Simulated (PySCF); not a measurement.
## Electronic structure of Ar(2+) (argon, charge +2) at the UHF level

Configuration: [Ne] 3s2 3p3 3d1, high-spin 5D determinant (an excited configuration). All numbers are calculated (PySCF 2.14, the spin-free X2C one-electron Hamiltonian (Gaussian nucleus), in x2c-QZVPPall with one added diffuse shell each of s, p, d, f type (10s7p5d3f1g, 86 functions)).

```json
{
  "Total energy": "-526.498409 hartree",
  "One-electron energy": "-709.9580 hartree",
  "Hartree (Coulomb) energy": "213.1041 hartree",
  "Exchange energy": "-29.6445 hartree",
  "⟨S²⟩": "6.0015",
  "⟨L²⟩": "6.033",
  "Sum of ⟨r⟩": "12.08 bohr",
  "Sum of ⟨r²⟩": "16.93 bohr²",
  "Traceless quadrupole moment −½Σ⟨3z² − r²⟩ along its main axis": "1.16 e·bohr²",
  "Langevin diamagnetic susceptibility": "-13.4 ×10⁻⁶ cm³/mol"
}
```

```
shell  electrons  mean orbital energy (eV)  spread (eV)  rms radius, mean of both spins (bohr)
 1s α          1                   -3276.1            0                                 0.0991
 1s β          1                   -3274.8            0                                 0.0991
 2s α          1                   -371.11            0                                  0.445
 2s β          1                   -369.63            0                                  0.445
 2p α          3                   -294.47        0.093                                  0.416
 2p β          3                   -291.92        0.363                                  0.416
 3s α          1                   -66.960            0                                   1.42
 3s β          1                   -53.589            0                                   1.42
 3p α          3                   -46.822        0.914                                   1.56
 3d α          1                   -22.761            0                                   2.04
```

The outer electron is Rydberg-like, and this basis confines it to a smaller radius and binds it less than a complete one would.

Densities and radii are taken from the X2C orbitals without a picture-change correction, which distorts them close to the nucleus.

Spin-orbit constants ζ (cm⁻¹) from the X2C one-electron operator on these orbitals: bare nucleus, nucleus screened by l(l+1)(2l+1)/3 electrons, and screened by the Breit-Pauli mean field of the electrons.

| shell | bare | screened nucleus | mean field |
| --- | --- | --- | --- |
| 2p | 13200 | 11730 | 11080 |
| 3p | 1263 | 1122 | 1049 |
| 3d | 72.36 | 32.16 | 24.34 |

To first order the Landé constant is A = 6.084 cm⁻¹, so the lowest level has J = 0 and lies 0.00453 eV below the centre of the term. This holds in LS coupling only.
